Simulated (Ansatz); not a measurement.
`CC[Se][SiH2]C` + `OBO` → `CC[Se]B(O)O` + `C[SiH3]`  (formal exchange of groups at the Se–Si bond)

Isolated molecules relaxed with PBE0-D4/def2-TZVP in Ansatz; ΔE leaves out vibrations. CCSD(T)/CBS adds triple-zeta CCSD(T) − MP2 to the extrapolated MP2 energy (def2 sets, frozen cores). This one scheme is used for every species. For Se outer-core shells are correlated without core-valence functions, which leaves a few kJ/mol of doubt a bond. Scalar relativity is left out up to krypton. Each species was taken in one conformer, which may not be the lowest.

`CC[Se][SiH2]C`:

Z-matrix (Å, degrees):
```
C
C 1 1.512
H 1 1.092 2 111.5
H 1 1.092 2 111.1 3 -120.2
H 1 1.095 2 110.2 3 119.8
Se 2 1.969 1 113.8 3 62.8
H 2 1.091 1 111.5 3 180.0
H 2 1.091 1 112.1 3 -59.3
Si 6 2.273 2 97.8 1 -74.5
C 9 1.866 6 108.0 2 -170.2
H 9 1.491 6 108.3 2 -49.1
H 9 1.490 6 111.5 2 68.6
H 10 1.092 9 110.7 6 -60.0
H 10 1.093 9 110.2 6 -179.6
H 10 1.092 9 110.8 6 60.3
```

`OBO`:

```xyz
6

O    -1.013    0.398   -0.098
B     0.133   -0.321    0.067
O     1.329    0.304   -0.039
H    -1.807   -0.130   -0.005
H     0.123   -1.495    0.304
H     1.235    1.243   -0.230
```

`CC[Se]B(O)O`:

Cartesian coordinates in Å:
```
C -1.791 -0.240 -0.612
C -1.055 0.960 -0.062
Se 0.075 0.534 1.486
B 1.596 -0.262 0.543
O 1.596 -0.307 -0.815
O 2.668 -0.768 1.220
H -2.421 -0.705 0.149
H -2.433 0.062 -1.446
H -1.090 -0.990 -0.981
H -0.405 1.414 -0.807
H -1.742 1.723 0.307
H 2.400 -0.710 -1.157
H 2.603 -0.711 2.175
```

`C[SiH3]`:

```xyz
8

C    -0.734   -0.375   -0.544
Si    0.657    0.335    0.486
H    -1.695   -0.242   -0.041
H    -0.584   -1.443   -0.714
H    -0.788    0.120   -1.516
H     0.449    1.790    0.720
H     1.965    0.156   -0.201
H     0.730   -0.342    1.809
```

```
        species  HF/def2-QZVPP energy (Eh)
`CC[Se][SiH2]C`                -2808.35574
          `OBO`                 -176.35421
  `CC[Se]B(O)O`                -2654.37303
      `C[SiH3]`                 -330.33275
```

Q: Work out ΔE.

A: ΔE = (-2654.37303) + (-330.33275) − (-2808.35574) − (-176.35421) = 0.00417 Eh = +10.9 kJ/mol. CCSD(T)/CBS gives +11.1 kJ/mol.

Largest T1 diagnostic among the species: 0.013.
